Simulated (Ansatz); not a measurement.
Reaction (SMILES): [BH] (BH) (closed-shell singlet) → B atom + H atom
B3LYP-D3(BJ)/def2-TZVP geometries, fixed; electronic energies without zero-point terms.
Largest species:
```xyz
2

B      0.0000     0.0000    -0.2055
H      0.0000     0.0000     1.0276
```

How fast the atomisation energy converges with the basis for several methods (Ansatz, a quantum-chemistry and plane-wave program): deviation from each method's own reference, in kcal/mol. References: CCSD(T) 84.73 kcal/mol, Hartree-Fock in aug-cc-pV5Z plus the correlation part extrapolated as X^-3 from aug-cc-pVQZ and aug-cc-pV5Z; HF 61.79 kcal/mol, the value in aug-cc-pV5Z; MP2 82.10 kcal/mol, Hartree-Fock in aug-cc-pV5Z plus the correlation part extrapolated as X^-3 from aug-cc-pVQZ and aug-cc-pV5Z; PBE 81.16 kcal/mol, the value in aug-cc-pV5Z; PBE0 80.59 kcal/mol, the value in aug-cc-pV5Z; r2SCAN 79.47 kcal/mol, the value in aug-cc-pV5Z. All functions are spherical. In correlated methods cores are frozen. A restricted Hartree-Fock determinant is unstable towards unrestricted orbitals. Open shells are unrestricted. No added dispersion term, no relativity. 

```csv
basis,functions,CCSD(T),HF,MP2,PBE,PBE0,r2SCAN
6-31G,11,-14.83,-4.53,-15.46,-2.18,-3.02,-2.34
def2-SV(P),16,-10.39,-0.58,-10.69,-1.39,-1.13,-1.33
aug-pcseg-1,32,-3.95,0.82,-4.70,-0.53,-0.11,0.10
aug-cc-pVDZ,32,-4.83,-1.22,-5.65,-1.39,-1.31,-1.31
cc-pVTZ,44,-1.45,-0.26,-2.10,-0.09,-0.15,-0.07
def2-TZVPP,45,-1.27,-0.12,-1.91,-0.04,-0.09,-0.09
def2-TZVPPD,54,-1.22,-0.14,-1.85,0.01,-0.06,-0.09
aug-cc-pVTZ,69,-1.14,-0.16,-1.66,-0.06,-0.10,-0.01
def2-QZVPP,87,-0.48,-0.06,-0.84,-0.09,-0.08,-0.08
aug-pcseg-3,134,-0.24,0.09,-0.56,-0.02,0.00,0.04
cc-pV5Z,146,-0.22,-0.02,-0.43,-0.04,-0.03,-0.02
pcseg-4,162,-0.10,0.04,-0.29,-0.04,-0.02,0.02
```

Mean absolute deviation over cc-pVTZ, def2-TZVPP, def2-TZVPPD, aug-cc-pVTZ: PBE 0.05, r2SCAN 0.07, PBE0 0.10, HF 0.17, CCSD(T) 1.27, MP2 1.88 kcal/mol.
